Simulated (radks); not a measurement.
Results of a calculation; reference values are marked as such.
Valence configurations of Mn II (all share [Ar]). Level of theory: Dirac Kohn-Sham, PBE, spin-unpolarised, spherical densities, point nucleus; open shells are shared between the two j in proportion to 2j + 1 (a radial shooting solver on a logarithmic mesh with Libxc functionals). Energies are relative to 3d5 4s1; eigenvalues in eV.

| valence | E (eV) | e(3d3/2) | e(3d5/2) | e(4p1/2) | e(4p3/2) | e(4s1/2) |
|---|---|---|---|---|---|---|
| 3d6 | -1.603 | -10.769 | -10.663 | - | - | - |
| 3d5.5 4s0.5 | -1.139 | -12.724 | -12.611 | - | - | -11.092 |
| 3d5 4s1 | 0.000 | -14.980 | -14.860 | - | - | -11.877 |
| 3d5 4s0.5 4p0.5 | 2.356 | -15.654 | -15.534 | -7.603 | -7.529 | -12.294 |
| 3d5 4p1 | 4.740 | -16.311 | -16.190 | -7.950 | -7.874 | - |
| 3d4 4s2 | 4.771 | -20.303 | -20.168 | - | - | -13.559 |
| 3d4 4s1 4p1 | 10.046 | -21.612 | -21.476 | -9.047 | -8.953 | -14.315 |
| 3d3 4s1 4p2 | 25.390 | -29.021 | -28.869 | -10.734 | -10.616 | -16.638 |
| 3d2 4s1 4p3 | 46.830 | -37.053 | -36.884 | -12.336 | -12.191 | -18.854 |
| 4s1 4p5 | 110.47 | - | - | -15.399 | -15.197 | -23.037 |

NIST lists [Ar] 3d5 4s1 as the ground configuration; this level of theory puts 3d6 lower, by 1.603 eV. The energies are those of spherical spin-averaged densities, not of single terms.
